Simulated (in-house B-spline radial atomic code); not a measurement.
RPA and G0W0 for Rb7+, [Ar] 3d10 4s2, as one setting changes: the highest l of the empty states. Start: r2SCAN. A dash marks a level of low quasi-particle weight. Computed with a B-spline radial code for spherical atoms: all electrons, scalar-relativistic (spin-free one-electron X2C), finite nucleus, each spin shell either full or empty, empty states to the listed l with an (l + 1/2)⁻⁴ tail; G0W0 by contour deformation at full frequency.

| highest l of the empty states | RPA summed (Eh) | RPA extrapolated (Eh) | G0W0 level (eV) |
| --- | --- | --- | --- |
| 4 | -2.0275 | -2.3097 | 4s -133.54 |
| 5 | -2.1522 | -2.326 | 4s -133.53 |
| 6 | ? | ? | ? |
| 7 | ? | ? | ? |
| 8 | -2.2626 | -2.3043 | 4s -133.51 |
| 9 | -2.273 | -2.3011 | 4s -133.51 |
| 10 | -2.2795 | -2.2994 | 4s -133.51 |
| 11 | -2.2838 | -2.2983 | 4s -133.51 |

(1) What belongs in the row for 6?

(2) What belongs in the row for 7?

Results:

(1) RPA summed (Eh): -2.2129; RPA extrapolated (Eh): -2.3171; G0W0 level (eV): 4s -133.52.

(2) RPA summed (Eh): -2.245; RPA extrapolated (Eh): -2.3105; G0W0 level (eV): 4s -133.51.
